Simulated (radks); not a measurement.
The numbers below are computed, except where a source is named.
Neutral aluminium inside a hard spherical wall (all orbitals vanish at R), configuration held at [Ne] 3s2 3p1 and not refilled when levels cross. Code: a radial shooting solver on a logarithmic mesh with Libxc functionals. Model: scalar-relativistic Kohn-Sham, PBE, spin-unpolarised, spherical densities, point nucleus. Eigenvalues in eV, with the zero of energy where the potential of the charges vanishes at infinity; a dash marks a level that is unbound or too diffuse for the functional's potential to be trusted. A positive occupied level is held by the wall or, in an anion where self-interaction has pushed it up, behind a barrier. The pressure on the wall is -dE/dV.

| R (bohr) | E (hartree) | kinetic (hartree) | e(2s) | e(2p) | e(3s) | e(3p) | e(4s, empty) | e(4p, empty) | pressure (GPa) |
|---|---|---|---|---|---|---|---|---|---|
| free | -242.68469 | 243.126 | -108.17 | -69.643 | -7.753 | -2.712 | - | - | 0 |
| 20 | -242.68469 | 243.126 | -108.17 | -69.643 | -7.753 | -2.712 | -0.314 | 0.329 | < 0.0001 |
| 15 | -242.68468 | 243.126 | -108.16 | -69.641 | -7.751 | -2.710 | -0.180 | 0.721 | 0.000104 |
| 10 | -242.68375 | 243.133 | -108.06 | -69.542 | -7.679 | -2.628 | 0.861 | 2.635 | 0.0194 |
| 7 | -242.66987 | 243.211 | -107.35 | -68.825 | -7.200 | -1.976 | 4.775 | 8.115 | 0.695 |
| 5 | -242.56416 | 243.671 | -104.58 | -66.050 | -5.164 | 0.838 | 16.526 | 21.985 | 12.6 |
| 4 | -242.29994 | 244.584 | -100.62 | -62.077 | -1.405 | 5.744 | 34.171 | 41.097 | 68.0 |
| 3.5 | -241.97005 | 245.574 | -97.252 | -58.703 | 2.697 | 10.832 | 51.343 | 58.928 | 174 |
| 1.5 | -224.99280 | 285.680 | -42.559 | -1.136 | 169.15 | 175.51 | 514.70 | 484.00 | 41800 |
